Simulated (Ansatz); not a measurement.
Relaxation of the cluster PSe3 with UKS r2SCAN-D4/def2-SVP.

```sh
$ ansatz run in.yaml --threads 4 --pin off --events-out ev --progress --plain --max-ram 8704MiB
```

```yaml
crystal:
  periodic: [false, false, false]
  atoms:
    - {symbol: P, position_ang: [-0.057230, 0.533870, -0.469270]}
    - {symbol: Se, position_ang: [1.934950, 0.566980, -1.024170]}
    - {symbol: Se, position_ang: [-1.169510, -1.348830, -0.132620]}
    - {symbol: Se, position_ang: [-0.708200, 0.247990, 1.626060]}
basis:
  gaussian: {orbitals: def2-SVP}
magnetization: {spin_polarized: true, initial_magnetization: 1}
hamiltonian: {xc: r2scan, dispersion: d4}
scf: {lower_state_search: "off"}
output: {orbitals: {seedname: orbitals}}
relax: {f_tol: 0.02, max_steps: 100}
```

It took 6.5 s on 4 threads of Intel Xeon 6975P-C on a shared host.

Positions (Å) and forces (eV/Å) at steps 1, 2, 3, 4, 5 of 5:

```xyz
4
step=1 energy=-205310.3027 eV
P    -0.057    0.534   -0.469   -0.133    0.679   -0.581
Se    1.935    0.567   -1.024    0.823    0.062   -0.272
Se   -1.170   -1.349   -0.133   -0.446   -0.717    0.046
Se   -0.708    0.248    1.626   -0.244   -0.024    0.807
4
step=2 energy=-205310.3596 eV
P    -0.043    0.535   -0.474    0.206    0.220   -0.254
Se    1.987    0.593   -1.061   -0.143   -0.048    0.082
Se   -1.205   -1.368   -0.117   -0.046   -0.135    0.032
Se   -0.740    0.240    1.653   -0.017   -0.037    0.139
4
step=3 energy=-205310.3639 eV
P    -0.047    0.548   -0.485    0.017    0.063   -0.061
Se    1.983    0.586   -1.053   -0.018   -0.020    0.023
Se   -1.201   -1.371   -0.117    0.000   -0.023    0.018
Se   -0.735    0.238    1.654    0.001   -0.020    0.020
4
step=4 energy=-205310.3646 eV
P    -0.053    0.556   -0.491   -0.022    0.002    0.004
Se    1.980    0.580   -1.047    0.014   -0.003   -0.001
Se   -1.196   -1.371   -0.116    0.004    0.003    0.000
Se   -0.731    0.236    1.654    0.003   -0.001   -0.004
4
step=5 energy=-205310.3646 eV
P    -0.056    0.558   -0.492   -0.001    0.000    0.000
Se    1.980    0.578   -1.045    0.001    0.000    0.000
Se   -1.195   -1.371   -0.116    0.001    0.002    0.002
Se   -0.730    0.236    1.653    0.000   -0.001   -0.002
```

The structure comes from a short search, and lower isomers may exist.
